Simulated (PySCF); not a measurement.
## MH cations for M along group 13

PBE0 with triple-zeta basis sets in PySCF, for the lowest determinant that a PBE0 search found; no spin–orbit coupling. De refers to high-spin ground-configuration atoms (the charge goes to the atom of lower measured ionisation energy or higher electron affinity, which is not always the lowest computed limit). A positive dipole points towards H; it is taken about the centre of mass and depends on that origin.

```
 M               basis  charged atom  state (unpaired electrons)  Re (Å)  ωe (cm⁻¹)  De (eV)  μ (D)
 B         def2-TZVPPD            B+               doublet (σ ↑)   1.208       2531     2.62   0.39
Al         def2-TZVPPD           Al+               doublet (σ ↑)   1.619       1654     0.96  -0.33
Ga  cc-pVTZ-PP/cc-pVTZ           Ga+               doublet (σ ↑)   1.675       1235     0.44   0.43
In  cc-pVTZ-PP/cc-pVTZ           In+               doublet (σ ↑)   1.859       1051     0.31   0.31
Tl  cc-pVTZ-PP/cc-pVTZ           Tl+               doublet (σ ↑)   2.583        266      n/a   0.82
```

Problem. By what factor does the harmonic wavenumber vary along the series?

Solution. At PBE0 it runs from 1051 cm⁻¹ (InH⁺) to 2531 cm⁻¹ (BH⁺), a factor of 2.41.

The rows differ in basis set, which adds steps of its own.

Down a group the atoms grow and get heavier, so bonds lengthen and wavenumbers fall; this series shows no clear exception.

Weak bonds: GaH⁺, InH⁺. Basis-set superposition, not corrected here, can be much of De in a small basis, most of all at correlated wavefunction levels. Spin–orbit coupling is left out. For an ion De counts to the pair picked by the measured ionisation energies or electron affinities, which need not be the lowest pair at this level. States were picked by a PBE0 search and need not be the measured ground states.
